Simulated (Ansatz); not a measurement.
Born–Oppenheimer molecular dynamics of a periodic cell of 17 atoms, InGe16 (host Ge, host structure diamond, interstitial In). It starts from a relaxed structure.

Level of theory: DFT r2SCAN-D3(BJ), scalar-relativistic, plane waves, PAW (Ansatz). Settings: accuracy low, PAW set soft_1, cutoff 500 eV, k mesh 2x2x2, fermi-dirac smearing 0.05 eV, no spin polarisation.

- ensemble: NVE (velocity Verlet)
- time step: 3 fs
- steps asked: 40
- starting velocities drawn for: 2400 K
- seed: 924211

Frames 3 fs apart, positions in Å, forces in eV/Å.

Velocities at 60 fs (Å/ps):

```
Ge 4.34 0.86 -0.53
Ge -1.72 0.38 5.66
Ge -0.63 -0.04 4.04
Ge -0.65 -6.43 -6.39
Ge -6.85 -0.79 -1.36
Ge 7.14 3.05 -0.31
Ge -2.91 0.24 -3.09
Ge -5.98 1.93 -7.78
Ge -3.96 -0.64 -0.32
Ge -6.30 -4.83 3.68
Ge -4.01 2.67 -4.45
Ge 6.29 -2.87 6.48
Ge 6.51 1.88 0.01
Ge 3.83 2.34 1.87
Ge -2.68 4.15 1.79
Ge 0.11 0.56 0.51
In 4.72 -1.56 0.12
```

```xyz
17
Lattice="0.0000 5.6600 5.6600 5.6600 0.0000 5.6600 5.6600 5.6600 0.0000" Properties=species:S:1:pos:R:3:forces:R:3 time_fs=60 energy_less_start_eV=2.172 T=1355
Ge 0.247 -0.042 -0.246 0.16 0.25 0.73
Ge 1.608 1.665 1.611 -0.83 -0.81 0.35
Ge 2.557 2.717 -0.318 0.36 1.12 1.43
Ge 4.075 4.304 1.448 0.16 -1.74 -1.68
Ge 2.792 -0.142 2.976 -0.01 1.72 -0.46
Ge 4.282 1.469 4.169 0.48 -0.99 -0.77
Ge 5.606 2.811 2.629 -0.14 0.13 -0.30
Ge 6.829 4.246 4.112 -0.08 -0.23 0.46
Ge -0.268 2.969 3.160 0.30 -0.67 -1.25
Ge 1.493 3.872 4.261 0.11 1.82 -0.15
Ge 2.787 5.596 3.037 -2.47 -1.28 -0.53
Ge 4.114 6.961 4.308 1.27 0.11 1.76
Ge 3.129 3.043 5.584 -0.19 -0.09 0.02
Ge 4.285 4.378 7.187 0.19 0.33 0.21
Ge 5.746 5.682 5.765 -0.19 0.39 -0.60
Ge 7.243 7.245 6.896 -0.85 -0.26 0.92
In 9.962 6.924 7.059 1.73 0.18 -0.14
17
Lattice="0.0000 5.6600 5.6600 5.6600 0.0000 5.6600 5.6600 5.6600 0.0000" Properties=species:S:1:pos:R:3:forces:R:3 time_fs=63 energy_less_start_eV=2.014 T=1431
Ge 0.260 -0.039 -0.247 0.10 0.27 0.75
Ge 1.603 1.666 1.628 -0.80 -0.73 0.27
Ge 2.555 2.717 -0.305 0.34 1.16 1.25
Ge 4.074 4.284 1.428 0.00 -1.47 -1.61
Ge 2.771 -0.144 2.972 0.30 1.82 -0.45
Ge 4.304 1.477 4.168 0.27 -1.17 -0.76
Ge 5.597 2.812 2.620 -0.06 0.09 -0.39
Ge 6.811 4.252 4.089 -0.04 -0.32 0.82
Ge -0.280 2.967 3.158 0.32 -0.69 -1.17
Ge 1.474 3.859 4.272 0.37 1.80 -0.11
Ge 2.774 5.603 3.023 -2.21 -1.24 -0.40
Ge 4.133 6.952 4.328 0.79 0.10 1.49
Ge 3.148 3.048 5.584 -0.34 -0.09 -0.02
Ge 4.296 4.385 7.193 0.01 0.36 0.23
Ge 5.738 5.694 5.770 0.03 0.24 -0.64
Ge 7.243 7.246 6.898 -0.72 -0.18 0.87
In 9.977 6.920 7.060 1.62 0.05 -0.13
17
Lattice="0.0000 5.6600 5.6600 5.6600 0.0000 5.6600 5.6600 5.6600 0.0000" Properties=species:S:1:pos:R:3:forces:R:3 time_fs=66 energy_less_start_eV=1.884 T=1493
Ge 0.274 -0.036 -0.247 0.05 0.28 0.77
Ge 1.596 1.666 1.646 -0.77 -0.64 0.18
Ge 2.554 2.720 -0.291 0.33 1.16 1.08
Ge 4.072 4.262 1.406 -0.15 -1.17 -1.53
Ge 2.751 -0.143 2.967 0.59 1.89 -0.43
Ge 4.326 1.485 4.165 0.07 -1.32 -0.73
Ge 5.588 2.813 2.610 0.03 0.05 -0.47
Ge 6.793 4.257 4.067 0.01 -0.38 1.14
Ge -0.291 2.964 3.155 0.36 -0.70 -1.08
Ge 1.456 3.848 4.283 0.60 1.74 -0.08
Ge 2.758 5.609 3.009 -1.91 -1.17 -0.27
Ge 4.154 6.944 4.351 0.27 0.11 1.17
Ge 3.167 3.054 5.584 -0.48 -0.11 -0.05
Ge 4.308 4.393 7.199 -0.16 0.38 0.24
Ge 5.730 5.707 5.774 0.26 0.07 -0.64
Ge 7.242 7.248 6.902 -0.59 -0.10 0.80
In 9.993 6.915 7.060 1.48 -0.08 -0.10
17
Lattice="0.0000 5.6600 5.6600 5.6600 0.0000 5.6600 5.6600 5.6600 0.0000" Properties=species:S:1:pos:R:3:forces:R:3 time_fs=69 energy_less_start_eV=1.789 T=1539
Ge 0.287 -0.032 -0.246 0.01 0.29 0.78
Ge 1.588 1.665 1.663 -0.73 -0.54 0.07
Ge 2.553 2.723 -0.275 0.32 1.13 0.92
Ge 4.070 4.238 1.382 -0.29 -0.87 -1.44
Ge 2.731 -0.140 2.961 0.85 1.90 -0.41
Ge 4.348 1.490 4.162 -0.11 -1.44 -0.67
Ge 5.579 2.814 2.599 0.10 0.00 -0.54
Ge 6.774 4.262 4.046 0.06 -0.42 1.41
Ge -0.302 2.960 3.151 0.40 -0.71 -0.95
Ge 1.438 3.839 4.294 0.78 1.66 -0.05
Ge 2.739 5.613 2.994 -1.57 -1.08 -0.15
Ge 4.175 6.935 4.374 -0.27 0.16 0.81
Ge 3.186 3.059 5.584 -0.60 -0.13 -0.07
Ge 4.319 4.401 7.205 -0.31 0.41 0.24
Ge 5.722 5.720 5.778 0.50 -0.11 -0.59
Ge 7.240 7.249 6.906 -0.45 -0.03 0.72
In 10.010 6.910 7.060 1.31 -0.23 -0.07
17
Lattice="0.0000 5.6600 5.6600 5.6600 0.0000 5.6600 5.6600 5.6600 0.0000" Properties=species:S:1:pos:R:3:forces:R:3 time_fs=72 energy_less_start_eV=1.733 T=1566
Ge 0.300 -0.029 -0.245 -0.03 0.30 0.78
Ge 1.580 1.663 1.681 -0.68 -0.42 -0.06
Ge 2.553 2.728 -0.258 0.30 1.07 0.77
Ge 4.067 4.214 1.356 -0.40 -0.56 -1.32
Ge 2.713 -0.134 2.955 1.08 1.88 -0.36
Ge 4.370 1.494 4.158 -0.28 -1.52 -0.61
Ge 5.571 2.815 2.588 0.16 -0.04 -0.60
Ge 6.757 4.266 4.027 0.12 -0.43 1.64
Ge -0.312 2.955 3.145 0.44 -0.70 -0.80
Ge 1.421 3.831 4.304 0.93 1.55 -0.05
Ge 2.719 5.616 2.980 -1.23 -0.98 -0.05
Ge 4.195 6.927 4.399 -0.80 0.25 0.42
Ge 3.204 3.064 5.584 -0.71 -0.17 -0.08
Ge 4.331 4.410 7.212 -0.44 0.44 0.22
Ge 5.715 5.733 5.780 0.75 -0.31 -0.49
Ge 7.238 7.250 6.911 -0.32 0.03 0.62
In 10.028 6.906 7.060 1.11 -0.37 -0.03
17
Lattice="0.0000 5.6600 5.6600 5.6600 0.0000 5.6600 5.6600 5.6600 0.0000" Properties=species:S:1:pos:R:3:forces:R:3 time_fs=75 energy_less_start_eV=1.719 T=1573
Ge 0.313 -0.025 -0.242 -0.07 0.29 0.76
Ge 1.571 1.661 1.699 -0.62 -0.29 -0.19
Ge 2.553 2.733 -0.240 0.27 0.97 0.62
Ge 4.065 4.189 1.329 -0.48 -0.25 -1.19
Ge 2.696 -0.127 2.949 1.28 1.81 -0.29
Ge 4.391 1.496 4.153 -0.44 -1.58 -0.53
Ge 5.562 2.816 2.576 0.22 -0.08 -0.65
Ge 6.739 4.270 4.010 0.19 -0.42 1.81
Ge -0.322 2.949 3.139 0.49 -0.68 -0.62
Ge 1.406 3.826 4.315 1.03 1.43 -0.08
Ge 2.697 5.618 2.965 -0.89 -0.89 0.06
Ge 4.215 6.920 4.424 -1.32 0.38 0.01
Ge 3.220 3.069 5.584 -0.80 -0.22 -0.09
Ge 4.341 4.419 7.219 -0.54 0.47 0.19
Ge 5.708 5.746 5.783 1.00 -0.51 -0.34
Ge 7.235 7.251 6.916 -0.20 0.08 0.52
In 10.047 6.901 7.060 0.88 -0.51 0.02
17
Lattice="0.0000 5.6600 5.6600 5.6600 0.0000 5.6600 5.6600 5.6600 0.0000" Properties=species:S:1:pos:R:3:forces:R:3 time_fs=78 energy_less_start_eV=1.747 T=1560
Ge 0.327 -0.020 -0.239 -0.10 0.29 0.73
Ge 1.561 1.658 1.716 -0.54 -0.14 -0.34
Ge 2.553 2.741 -0.222 0.21 0.83 0.46
Ge 4.061 4.163 1.300 -0.51 0.08 -1.02
Ge 2.680 -0.117 2.942 1.44 1.69 -0.19
Ge 4.413 1.496 4.148 -0.58 -1.60 -0.45
Ge 5.554 2.816 2.564 0.25 -0.11 -0.68
Ge 6.721 4.273 3.995 0.27 -0.38 1.92
Ge -0.332 2.943 3.131 0.54 -0.64 -0.42
Ge 1.391 3.822 4.325 1.11 1.30 -0.12
Ge 2.674 5.619 2.950 -0.57 -0.82 0.15
Ge 4.233 6.912 4.449 -1.82 0.53 -0.41
Ge 3.236 3.074 5.583 -0.87 -0.28 -0.08
Ge 4.351 4.428 7.226 -0.63 0.52 0.15
Ge 5.703 5.758 5.785 1.26 -0.72 -0.15
Ge 7.232 7.253 6.923 -0.08 0.12 0.40
In 10.067 6.895 7.060 0.62 -0.65 0.06
17
Lattice="0.0000 5.6600 5.6600 5.6600 0.0000 5.6600 5.6600 5.6600 0.0000" Properties=species:S:1:pos:R:3:forces:R:3 time_fs=81 energy_less_start_eV=1.816 T=1526
Ge 0.340 -0.015 -0.234 -0.12 0.27 0.68
Ge 1.550 1.656 1.734 -0.44 0.02 -0.49
Ge 2.553 2.749 -0.203 0.12 0.65 0.28
Ge 4.057 4.138 1.271 -0.50 0.41 -0.82
Ge 2.666 -0.105 2.936 1.56 1.52 -0.07
Ge 4.433 1.494 4.142 -0.71 -1.60 -0.37
Ge 5.546 2.817 2.550 0.28 -0.13 -0.70
Ge 6.704 4.276 3.982 0.36 -0.33 2.00
Ge -0.340 2.936 3.124 0.59 -0.59 -0.21
Ge 1.378 3.820 4.336 1.17 1.16 -0.19
Ge 2.651 5.619 2.936 -0.27 -0.78 0.25
Ge 4.249 6.905 4.474 -2.30 0.71 -0.81
Ge 3.251 3.078 5.583 -0.92 -0.33 -0.07
Ge 4.360 4.439 7.233 -0.69 0.56 0.11
Ge 5.700 5.769 5.786 1.51 -0.93 0.04
Ge 7.229 7.254 6.929 0.03 0.17 0.28
In 10.087 6.889 7.061 0.33 -0.78 0.10
17
Lattice="0.0000 5.6600 5.6600 5.6600 0.0000 5.6600 5.6600 5.6600 0.0000" Properties=species:S:1:pos:R:3:forces:R:3 time_fs=84 energy_less_start_eV=1.922 T=1475
Ge 0.353 -0.010 -0.229 -0.14 0.23 0.61
Ge 1.539 1.653 1.750 -0.34 0.20 -0.64
Ge 2.554 2.757 -0.183 -0.02 0.43 0.06
Ge 4.053 4.113 1.240 -0.42 0.76 -0.58
Ge 2.654 -0.092 2.929 1.65 1.31 0.07
Ge 4.453 1.491 4.136 -0.82 -1.57 -0.30
Ge 5.538 2.818 2.536 0.29 -0.13 -0.69
Ge 6.687 4.278 3.972 0.47 -0.26 2.04
Ge -0.348 2.928 3.116 0.64 -0.53 0.00
Ge 1.367 3.820 4.346 1.20 1.03 -0.28
Ge 2.627 5.617 2.922 0.00 -0.77 0.34
Ge 4.262 6.900 4.497 -2.73 0.91 -1.18
Ge 3.265 3.082 5.582 -0.95 -0.38 -0.06
Ge 4.368 4.450 7.241 -0.76 0.59 0.07
Ge 5.698 5.779 5.788 1.76 -1.14 0.23
Ge 7.226 7.255 6.936 0.14 0.21 0.16
In 10.107 6.883 7.061 0.02 -0.90 0.14
17
Lattice="0.0000 5.6600 5.6600 5.6600 0.0000 5.6600 5.6600 5.6600 0.0000" Properties=species:S:1:pos:R:3:forces:R:3 time_fs=87 energy_less_start_eV=2.060 T=1409
Ge 0.365 -0.005 -0.224 -0.15 0.19 0.52
Ge 1.528 1.651 1.766 -0.23 0.40 -0.78
Ge 2.554 2.767 -0.164 -0.20 0.17 -0.19
Ge 4.047 4.089 1.208 -0.29 1.12 -0.30
Ge 2.644 -0.076 2.922 1.72 1.06 0.24
Ge 4.471 1.485 4.129 -0.92 -1.52 -0.24
Ge 5.531 2.818 2.521 0.30 -0.11 -0.65
Ge 6.671 4.280 3.964 0.58 -0.20 2.04
Ge -0.355 2.919 3.108 0.70 -0.44 0.22
Ge 1.357 3.820 4.356 1.22 0.89 -0.36
Ge 2.603 5.616 2.908 0.26 -0.76 0.42
Ge 4.272 6.895 4.520 -3.12 1.10 -1.52
Ge 3.277 3.086 5.582 -0.96 -0.43 -0.04
Ge 4.376 4.461 7.248 -0.81 0.59 0.03
Ge 5.698 5.787 5.790 1.98 -1.33 0.40
Ge 7.223 7.257 6.944 0.25 0.25 0.04
In 10.128 6.875 7.061 -0.31 -1.01 0.18
17
Lattice="0.0000 5.6600 5.6600 5.6600 0.0000 5.6600 5.6600 5.6600 0.0000" Properties=species:S:1:pos:R:3:forces:R:3 time_fs=90 energy_less_start_eV=2.220 T=1332
Ge 0.378 0.001 -0.217 -0.14 0.14 0.41
Ge 1.516 1.649 1.781 -0.12 0.61 -0.91
Ge 2.555 2.777 -0.145 -0.45 -0.11 -0.48
Ge 4.042 4.066 1.176 -0.08 1.49 0.02
Ge 2.636 -0.060 2.915 1.76 0.79 0.42
Ge 4.489 1.478 4.122 -1.01 -1.43 -0.18
Ge 5.524 2.818 2.505 0.29 -0.09 -0.58
Ge 6.655 4.282 3.959 0.70 -0.13 2.00
Ge -0.362 2.910 3.100 0.74 -0.34 0.43
Ge 1.348 3.822 4.365 1.22 0.76 -0.45
Ge 2.579 5.613 2.895 0.48 -0.75 0.49
Ge 4.278 6.891 4.540 -3.42 1.26 -1.78
Ge 3.289 3.089 5.581 -0.96 -0.47 -0.02
Ge 4.382 4.474 7.256 -0.86 0.57 -0.01
Ge 5.701 5.795 5.792 2.14 -1.47 0.53
Ge 7.221 7.260 6.951 0.36 0.28 -0.08
In 10.148 6.867 7.061 -0.65 -1.10 0.20
17
Lattice="0.0000 5.6600 5.6600 5.6600 0.0000 5.6600 5.6600 5.6600 0.0000" Properties=species:S:1:pos:R:3:forces:R:3 time_fs=93 energy_less_start_eV=2.392 T=1249
Ge 0.390 0.007 -0.210 -0.12 0.09 0.30
Ge 1.504 1.648 1.794 0.00 0.81 -1.02
Ge 2.554 2.786 -0.126 -0.76 -0.42 -0.80
Ge 4.036 4.045 1.144 0.19 1.86 0.35
Ge 2.630 -0.043 2.909 1.79 0.50 0.60
Ge 4.505 1.469 4.115 -1.09 -1.33 -0.14
Ge 5.518 2.818 2.488 0.27 -0.06 -0.48
Ge 6.641 4.284 3.956 0.83 -0.08 1.92
Ge -0.367 2.900 3.093 0.77 -0.21 0.62
Ge 1.340 3.824 4.374 1.21 0.63 -0.53
Ge 2.556 5.609 2.882 0.68 -0.74 0.55
Ge 4.280 6.889 4.559 -3.62 1.36 -1.97
Ge 3.299 3.091 5.581 -0.94 -0.51 0.01
Ge 4.388 4.487 7.263 -0.90 0.52 -0.03
Ge 5.706 5.800 5.795 2.23 -1.56 0.59
Ge 7.219 7.262 6.958 0.47 0.32 -0.20
In 10.168 6.859 7.062 -1.00 -1.18 0.22
```

Of the whole run (120 fs, mean temperature of the second half 1274 K): The conserved energy stayed within 1.1 meV per atom of its start (net change 0.72 meV per atom), so the integration is sound. Over the second half the temperature averaged 0.53 of the 2400 K drawn at the start: a run that starts near a minimum puts about half its kinetic energy into the potential. A run of 0.12 ps of so small a system gives no equilibrium averages. Limits of this set-up: coarse k mesh, a small cell, in which the defect meets its images, a typed lattice constant that wasn't relaxed here, low accuracy level.

Time of the run: 23 min on 4 threads of AMD EPYC 7571, with other jobs on the host, peak memory 2.4 GiB.
